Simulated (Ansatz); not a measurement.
Geometry optimisation, Ansatz, UKS PBE0-D4/def2-SVP.

Input file:

```yaml
crystal:
  periodic: [false, false, false]
  atoms:
    - { symbol: O, position_ang: [0.9964, -0.8271, 0.9971] }
    - { symbol: Sn, position_ang: [-0.2624, 0.3346, -0.1179] }
    - { symbol: H, position_ang: [1.0726, -1.5894, 0.4223] }
    - { symbol: H, position_ang: [-1.6669, -0.5287, -0.4347] }
    - { symbol: H, position_ang: [0.5282, 0.7118, -1.6524] }
    - { symbol: H, position_ang: [-0.6258, 1.8348, 0.7393] }
magnetization:
  spin_polarized: true
basis:
  gaussian: { orbitals: def2-SVP }
hamiltonian:
  xc: pbe0
  dispersion: d4
relax:
  f_tol: 0.02
  max_steps: 50
```

Command:

```bash
$ ansatz run input.yaml --threads 1 --pin off --max-ram 2048MiB --backend cpu --events-out ev --progress --plain --runs-dir out
```

**Question.** Where does it end, and by what steps?

**Answer.** The forces met the threshold. After 4 steps the energy has fallen by 0.139 eV; H6 moved furthest, 0.14 Å.

| step | energy less start (eV) | largest force component (eV/Å) | accepted |
| --- | --- | --- | --- |
| 0 | 0.0000 | 0.936 | yes |
| 1 | -0.0815 | 0.903 | yes |
| 2 | -0.1355 | 0.265 | yes |
| 3 | -0.1383 | 0.054 | yes |
| 4 | -0.1386 | 0.011 | yes |

```xyz
6
Properties=species:S:1:pos:R:3
O 0.928 -0.761 0.947
Sn -0.282 0.351 -0.178
H 1.159 -1.595 0.524
H -1.735 -0.517 -0.469
H 0.508 0.723 -1.657
H -0.535 1.734 0.787
```

Whether the end is a true minimum wasn't checked by a vibrational analysis.

Run time: 14 s on 1 thread of Arm Neoverse V2, on a shared host, peak memory 0.15 GiB.
